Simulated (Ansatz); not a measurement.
(NMe2)3Si-S-SiH3 (C6H21N3SSi2), relaxed as a singlet with RKS r2SCAN-D4/def2-SVP in Ansatz, starting from the GFN2-xTB geometry. Force threshold 0.03 eV/Å.

Start:

```xyz
33

Si   -0.1242   -0.2360   -0.2460
N    -0.1632   -0.8722    1.3594
C    -1.0973   -1.8651    1.8328
C     1.0087   -0.7847    2.1982
N     1.0284   -0.8448   -1.3722
C     0.7817   -1.9559   -2.2598
C     2.4358   -0.5826   -1.1963
N     0.2365    1.4407   -0.0869
C     0.5285    2.2623   -1.2362
C    -0.1163    2.2234    1.0703
S    -2.0520   -0.6649   -1.1573
Si   -3.3270    0.7975   -0.2800
H    -1.4700   -1.5857    2.8238
H    -1.9367   -1.9394    1.1474
H    -0.6239   -2.8506    1.9104
H     1.6634   -0.0003    1.8327
H     0.7164   -0.5544    3.2274
H     1.5638   -1.7302    2.2065
H     1.2207   -2.8825   -1.8720
H     1.2220   -1.7509   -3.2398
H    -0.2883   -2.0961   -2.3770
H     2.9046   -0.3998   -2.1676
H     2.5679    0.2946   -0.5709
H     2.9461   -1.4316   -0.7258
H     0.7765    1.6295   -2.0820
H     1.3759    2.9207   -1.0196
H    -0.3303    2.8890   -1.5050
H    -0.9697    2.8806    0.8635
H     0.7309    2.8507    1.3670
H    -0.3747    1.5661    1.8935
H    -2.9981    2.1196   -0.8048
H    -3.1861    0.7819    1.1714
H    -4.6499    0.3711   -0.7050
```

(1) Estimate the energy that the relaxation releases and the steps that it takes.

(2) Does the start keep its bonding and symmetry?

(3) Predict the relaxed structure.

Results:

(1) 0.23 eV, in 23 steps; 61 s on 2 threads of AMD EPYC 7R13 on a shared host and a share (18 GiB) of an NVIDIA H100 80GB HBM3. The force fell under the threshold at step 20, but the optimiser went on. No frequencies were taken in this run, so the end may be a saddle point.

(2) By distances, no bond broke or formed. The bond that changes most is Si12–H33, from 1.45 to 1.49 Å (atoms count from 1).

(3) 
Cartesian coordinates in Å:
```
Si -0.156 -0.326 -0.259
N -0.170 -1.157 1.260
C -1.335 -1.505 2.042
C 1.084 -1.371 1.955
N 1.152 -0.839 -1.264
C 1.114 -2.101 -1.970
C 2.407 -0.134 -1.393
N -0.039 1.393 -0.039
C 0.170 2.294 -1.156
C -0.058 2.044 1.253
S -2.010 -0.831 -1.294
Si -3.153 0.852 -0.611
H -1.473 -0.843 2.923
H -2.242 -1.451 1.424
H -1.253 -2.542 2.423
H 1.935 -1.174 1.284
H 1.195 -0.719 2.847
H 1.170 -2.419 2.303
H 1.890 -2.803 -1.601
H 1.282 -1.964 -3.058
H 0.136 -2.591 -1.846
H 2.610 0.165 -2.443
H 2.405 0.776 -0.775
H 3.261 -0.761 -1.064
H 0.094 1.748 -2.109
H 1.167 2.777 -1.118
H -0.587 3.102 -1.168
H -0.858 2.810 1.308
H 0.902 2.554 1.472
H -0.241 1.307 2.048
H -2.762 2.132 -1.270
H -3.067 1.023 0.871
H -4.570 0.553 -0.974
```
Bond lengths: 6 × C–N 1.45 Å; 3 × N–Si 1.73 to 1.74 Å; 2 × S–Si 2.15 to 2.18 Å; 18 × C–H 1.10 to 1.11 Å; 3 × H–Si 1.49 Å.
